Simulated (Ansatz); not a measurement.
Basis-set extrapolation for `BC1=C(C)S1` (PBE0-D4/def2-TZVP geometry, frozen core, the Gaussian-basis code of Ansatz). Multiplicity 1, RHF reference.

```
                      def2-TZVPP   def2-QZVPP
                 HF  -538.698374  -538.716069
    MP2 correlation    -0.755820    -0.807753
CCSD(T) correlation    -0.836630      not run
```

Energies in hartree. Use E(X) = E(∞) + A·exp(−7.88·√X) for Hartree–Fock and E(X) = E(∞) + B·X^(−2.97) for correlation, with X = 3 and 4, and add CCSD(T) minus MP2 of the smaller set to the MP2 limit.

Problem. What is the CCSD(T) energy at the basis-set limit?

Solution. HF limit: -538.716069 + (-0.017695) × 0.13774 = -538.71851. MP2 limit: -0.807753 + (-0.051933) × 0.74074 = -0.84622. Higher-order term: -0.836630 − (-0.755820) = -0.08081. Total: -539.64554 hartree, 290.2 kJ/mol below CCSD(T)/def2-TZVPP.
